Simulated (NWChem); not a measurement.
System: ZrH₄; SMILES [ZrH4]

NWChem input:

```
start job
memory heap 200 mb stack 900 mb global 1100 mb
geometry units angstroms noautosym nocenter noautoz
  Zr    -0.000008     0.000021     0.000003
  H      1.505643    -1.048624     0.184412
  H     -1.481346    -1.080293    -0.197715
  H      0.178801     1.075994    -1.486896
  H     -0.203094     1.053010     1.500200
end
basis spherical
  * library def2-svpd
end
ecp
  Zr library def2-ecp
end
dft
  xc b3lyp
  iterations 150
end
property
  response 1 0.0
end
task dft property
```

Geometry: optimised at PBE0/def2-SVP. B3LYP is NWChem's, with the RPA form of VWN correlation. def2 effective core potentials on Zr; no spin-orbit coupling.

Static field.

Give the results of this calculation. (B3LYP/def2-SVPD with def2 effective core potentials on Zr.) Quantities: isotropic polarisability (bohr³); anisotropy (bohr³).


```
Quantity                          Result
--------------------------------  ------
isotropic polarisability (bohr³)    53.6
anisotropy (bohr³)                   0.0
```
